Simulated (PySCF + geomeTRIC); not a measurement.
Method: ωB97X-D3(BJ)/def2-TZVP (PySCF + geomeTRIC). fastk is a local helper that only speeds up exchange builds. No frequencies were computed at this level.

```python
import json, numpy as np
from pyscf import gto, dft
from fastk import lowrank_exchange
atoms = """
C     -0.197916     1.059832     0.226014
Si     1.190244     0.009460    -0.116618
C     -0.613281    -0.455049     0.152570
H     -0.629671     1.806347    -0.427064
H      2.421538    -0.732843    -0.257957
H     -0.964916    -0.855084     1.098350
H     -1.205996    -0.832664    -0.675297
"""
def scf(charge, spin, dm0=None):
    mol = gto.M(atom=atoms, basis='def2-tzvp', ecp={}, charge=charge, spin=spin, verbose=3, max_memory=5040)
    mf = dft.KS(mol, xc='wb97x-d3bj').density_fit(auxbasis="def2-universal-jkfit")
    mf.grids.level = 3
    mf.conv_tol = 1e-8
    mf.max_cycle = 60
    mf.kernel(dm0)
    if not mf.converged:
        mf = mf.newton().run(mf.mo_coeff, mf.mo_occ).undo_soscf()
    return mf
mf = scf(0, 0)
from pyscf.geomopt.geometric_solver import kernel as optimize
path = []
done, mol = optimize(mf, maxsteps=80, assert_convergence=False, callback=lambda env: path.append((env["energy"], bool(env["g_scanner"].converged))))
res = dict(converged=bool(done and path[-1][1]), energy=path[-1][0], path=[e for e, c in path], xyz=mol.atom_coords(unit="Angstrom").tolist(), nao=mol.nao)
json.dump(res, open("result.json", "w"))
```

Output:

```
converged SCF energy = -368.037007186053
Geometry optimization cycle 1
converged SCF energy = -368.037007186112
cycle 1: E = -368.037007186  dE = -368.037  norm(grad) = 0.0847753
Geometry optimization cycle 2
converged SCF energy = -368.045670617119
cycle 2: E = -368.045670617  dE = -0.00866343  norm(grad) = 0.0398917
Geometry optimization cycle 3
converged SCF energy = -368.053023558999
cycle 3: E = -368.053023559  dE = -0.00735294  norm(grad) = 0.0679475
Geometry optimization cycle 4
converged SCF energy = -368.058408536906
cycle 4: E = -368.058408537  dE = -0.00538498  norm(grad) = 0.0458433
Geometry optimization cycle 5
converged SCF energy = -368.059162547134
cycle 5: E = -368.059162547  dE = -0.00075401  norm(grad) = 0.022194
Geometry optimization cycle 6
converged SCF energy = -368.061051262323
cycle 6: E = -368.061051262  dE = -0.00188872  norm(grad) = 0.0144137
Geometry optimization cycle 7
converged SCF energy = -368.06131834943
cycle 7: E = -368.061318349  dE = -0.000267087  norm(grad) = 0.00970348
Geometry optimization cycle 8
converged SCF energy = -368.061470965343
cycle 8: E = -368.061470965  dE = -0.000152616  norm(grad) = 0.00691515
Geometry optimization cycle 9
converged SCF energy = -368.061567030493
cycle 9: E = -368.06156703  dE = -9.60651e-05  norm(grad) = 0.00575268
Geometry optimization cycle 10
converged SCF energy = -368.061721752545
cycle 10: E = -368.061721753  dE = -0.000154722  norm(grad) = 0.00507611
Geometry optimization cycle 11
converged SCF energy = -368.061794264207
cycle 11: E = -368.061794264  dE = -7.25117e-05  norm(grad) = 0.00365966
Geometry optimization cycle 12
converged SCF energy = -368.06181319007
cycle 12: E = -368.06181319  dE = -1.89259e-05  norm(grad) = 0.00193899
Geometry optimization cycle 13
converged SCF energy = -368.061820295243
cycle 13: E = -368.061820295  dE = -7.10517e-06  norm(grad) = 0.000865216
Geometry optimization cycle 14
converged SCF energy = -368.061822914225
cycle 14: E = -368.061822914  dE = -2.61898e-06  norm(grad) = 0.000594341
Geometry optimization cycle 15
converged SCF energy = -368.061824959989
cycle 15: E = -368.06182496  dE = -2.04576e-06  norm(grad) = 0.000566924
Geometry optimization cycle 16
converged SCF energy = -368.061828646266
cycle 16: E = -368.061828646  dE = -3.68628e-06  norm(grad) = 0.000752665
Geometry optimization cycle 17
converged SCF energy = -368.061832593778
cycle 17: E = -368.061832594  dE = -3.94751e-06  norm(grad) = 0.000878776
Geometry optimization cycle 18
converged SCF energy = -368.06183717075
cycle 18: E = -368.061837171  dE = -4.57697e-06  norm(grad) = 0.000763898
Geometry optimization cycle 19
converged SCF energy = -368.061840710762
cycle 19: E = -368.061840711  dE = -3.54001e-06  norm(grad) = 0.000394707
Geometry optimization cycle 20
converged SCF energy = -368.061841748388
cycle 20: E = -368.061841748  dE = -1.03763e-06  norm(grad) = 0.000149206
Geometry optimization cycle 21
converged SCF energy = -368.061841913252
cycle 21: E = -368.061841913  dE = -1.64864e-07  norm(grad) = 6.20738e-05
<class 'geometric.internal.Distance'> : 7
<class 'geometric.internal.Angle'> : 9
<class 'geometric.internal.LinearAngle'> : 2
<class 'geometric.internal.OutOfPlane'> : 2
<class 'geometric.internal.Dihedral'> : 11
<class 'geometric.internal.TranslationX'> : 1
<class 'geometric.internal.TranslationY'> : 1
<class 'geometric.internal.TranslationZ'> : 1
<class 'geometric.internal.RotationA'> : 1
<class 'geometric.internal.RotationB'> : 1
<class 'geometric.internal.RotationC'> : 1
Step    0 : Gradient = 3.204e-02/6.061e-02 (rms/max) Energy = -368.0370071861
Step    1 : Displace = 4.481e-02/6.170e-02 (rms/max) Trust = 1.000e-01 (=) Grad = 1.508e-02/3.122e-02 (rms/max) E (change) = -368.0456706171 (-8.663e-03) Quality = 1.509
Step    2 : Displace = 8.390e-02/1.290e-01 (rms/max) Trust = 1.414e-01 (+) Grad = 2.568e-02/5.232e-02 (rms/max) E (change) = -368.0530235590 (-7.353e-03) Quality = 1.146
Step    3 : Displace = 5.607e-02/8.141e-02 (rms/max) Trust = 2.000e-01 (+) Grad = 1.733e-02/3.602e-02 (rms/max) E (change) = -368.0584085369 (-5.385e-03) Quality = 1.535
Step    4 : Displace = 9.693e-02/1.709e-01 (rms/max) Trust = 2.828e-01 (+) Grad = 8.389e-03/1.760e-02 (rms/max) E (change) = -368.0591625471 (-7.540e-04) Quality = 0.242
Step    5 : Displace = 4.673e-02/9.569e-02 (rms/max) Trust = 4.846e-02 (-) Grad = 5.448e-03/1.092e-02 (rms/max) E (change) = -368.0610512623 (-1.889e-03) Quality = 0.630
Step    6 : Displace = 1.399e-02/2.499e-02 (rms/max) Trust = 4.846e-02 (=) Grad = 3.668e-03/7.614e-03 (rms/max) E (change) = -368.0613183494 (-2.671e-04) Quality = 1.311
Step    7 : Displace = 9.963e-03/1.898e-02 (rms/max) Trust = 6.854e-02 (+) Grad = 2.614e-03/5.379e-03 (rms/max) E (change) = -368.0614709653 (-1.526e-04) Quality = 1.312
Step    8 : Displace = 5.360e-03/7.818e-03 (rms/max) Trust = 9.693e-02 (+) Grad = 2.174e-03/4.526e-03 (rms/max) E (change) = -368.0615670305 (-9.607e-05) Quality = 1.566
Step    9 : Displace = 1.070e-02/1.630e-02 (rms/max) Trust = 1.371e-01 (+) Grad = 1.919e-03/3.684e-03 (rms/max) E (change) = -368.0617217525 (-1.547e-04) Quality = 1.372
Step   10 : Displace = 9.043e-03/1.496e-02 (rms/max) Trust = 1.939e-01 (+) Grad = 1.383e-03/2.778e-03 (rms/max) E (change) = -368.0617942642 (-7.251e-05) Quality = 1.209
Step   11 : Displace = 5.679e-03/1.033e-02 (rms/max) Trust = 2.742e-01 (+) Grad = 7.329e-04/1.348e-03 (rms/max) E (change) = -368.0618131901 (-1.893e-05) Quality = 0.895
Step   12 : Displace = 3.646e-03/7.214e-03 (rms/max) Trust = 3.000e-01 (+) Grad = 3.270e-04/4.850e-04 (rms/max) E (change) = -368.0618202952 (-7.105e-06) Quality = 0.788
Step   13 : Displace = 1.347e-03/2.316e-03 (rms/max) Trust = 3.000e-01 (=) Grad = 2.246e-04/4.549e-04 (rms/max) E (change) = -368.0618229142 (-2.619e-06) Quality = 1.355
Step   14 : Displace = 1.102e-03/1.783e-03 (rms/max) Trust = 3.000e-01 (=) Grad = 2.143e-04/4.284e-04 (rms/max) E (change) = -368.0618249600 (-2.046e-06) Quality = 1.633
Step   15 : Displace = 2.661e-03/4.725e-03 (rms/max) Trust = 3.000e-01 (=) Grad = 2.845e-04/5.150e-04 (rms/max) E (change) = -368.0618286463 (-3.686e-06) Quality = 1.467
Step   16 : Displace = 3.628e-03/6.765e-03 (rms/max) Trust = 3.000e-01 (=) Grad = 3.321e-04/5.946e-04 (rms/max) E (change) = -368.0618325938 (-3.948e-06) Quality = 1.431
Step   17 : Displace = 4.569e-03/8.815e-03 (rms/max) Trust = 3.000e-01 (=) Grad = 2.887e-04/5.425e-04 (rms/max) E (change) = -368.0618371707 (-4.577e-06) Quality = 1.381
Step   18 : Displace = 4.167e-03/8.049e-03 (rms/max) Trust = 3.000e-01 (=) Grad = 1.492e-04/2.816e-04 (rms/max) E (change) = -368.0618407108 (-3.540e-06) Quality = 1.196
Step   19 : Displace = 1.588e-03/2.542e-03 (rms/max) Trust = 3.000e-01 (=) Grad = 5.639e-05/9.295e-05 (rms/max) E (change) = -368.0618417484 (-1.038e-06) Quality = 1.049
Step   20 : Displace = 6.654e-04/1.156e-03 (rms/max) Trust = 3.000e-01 (=) Grad = 2.346e-05/3.259e-05 (rms/max) E (change) = -368.0618419133 (-1.649e-07) Quality = 0.939
Converged! =D
```

Cost: around 4 core-minutes (rough).
